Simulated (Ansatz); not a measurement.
Input for Ansatz (a program for electronic structure): R-CCSD(T)/cc-pV(T+d)Z on H4N2Si (SMILES N[Si]N), a point of a torsion scan. Files ending in .json are basis or fitting sets from the Basis Set Exchange.

Ansatz 0.2 input:
```yaml
crystal:
  periodic: [false, false, false]
  atoms:
    - {symbol: N, position_ang: [1.36078641, 0.06968268, -0.09259752]}
    - {symbol: Si, position_ang: [-0.15429350, 0.13681076, 0.71301063]}
    - {symbol: N, position_ang: [0.07204237, 1.60583039, 1.57305271]}
    - {symbol: H, position_ang: [1.61364363, -0.67732559, -0.71480532]}
    - {symbol: H, position_ang: [2.09593793, 0.75925867, -0.00715962]}
    - {symbol: H, position_ang: [0.90429110, 2.17960668, 1.53453647]}
    - {symbol: H, position_ang: [-0.62803190, 1.99544461, 2.17902081]}
basis:
  gaussian:
    orbitals: cc-pV_T+d_Z.json
magnetization: {spin_polarized: false}
correlation: {method: ccsd_t, electrons: outside_noble_gas}
scf: {lower_state_search: off}
```

Output:

```
WARN ansatz: RAYON_NUM_THREADS=1 ignored (pool sized by the plan → 1); use --threads N
Functional definition: HF
these checks for a lower state are left out or cut short: stability, starts, cluster_reference, orbital_swaps, neighbouring_geometries, increment
integrals: 0.39 GiB planned
907 factors; integrals over basis functions are off by at most 8.6e-4 eV
mean field: 0.32 GiB planned
mean field evaluation 1: about -10887.4457 eV, gradient 4.5e1 eV
mean field evaluation 2: about -10887.4502 eV, gradient 4.5e1 eV
mean field evaluation 4: about -10891.5363 eV, gradient 3.0e0 eV
mean field evaluation 8: about -10891.5806 eV, gradient 1.4e-1 eV
mean field -10891.58068360 eV, -400.2582075437 hartree, gradient 6.6e-6 eV, S^2 0.000000; 0 other end points of the search recorded, 0 dependent functions left out
7 core orbitals not correlated
reference -10891.58068360 eV, -400.2582075437 hartree; 9, 9 occupied and 139, 139 virtual orbitals, 907 factors
second order -14.57046109 eV of doubles, -0.00000000 eV of singles
coupled cluster: 1.08 GiB planned
cycle   1  -14.84004225 eV  change   -2.7e-1 eV  update   8.3e-2
cycle   2  -15.20699396 eV  change   -3.7e-1 eV  update   2.7e-2
cycle   3  -15.27945739 eV  change   -7.2e-2 eV  update   1.3e-2
cycle   4  -15.26761675 eV  change    1.2e-2 eV  update   3.1e-3
cycle   5  -15.26777553 eV  change   -1.6e-4 eV  update   1.5e-3
cycle   6  -15.26768720 eV  change    8.8e-5 eV  update   4.4e-4
cycle   7  -15.26745883 eV  change    2.3e-4 eV  update   1.4e-4
cycle   8  -15.26749267 eV  change   -3.4e-5 eV  update   5.0e-5
cycle   9  -15.26749883 eV  change   -6.2e-6 eV  update   1.4e-5
perturbative correction -0.61114334 eV, -0.0224591036 hartree
Total energy: -10907.45932577 eV, -400.8417368805 hartree
Checks for a lower state left out: stability, starts, cluster_reference, orbital_swaps, neighbouring_geometries, increment
```

The run converged.

Cost: about 16 core-seconds (a rough figure).
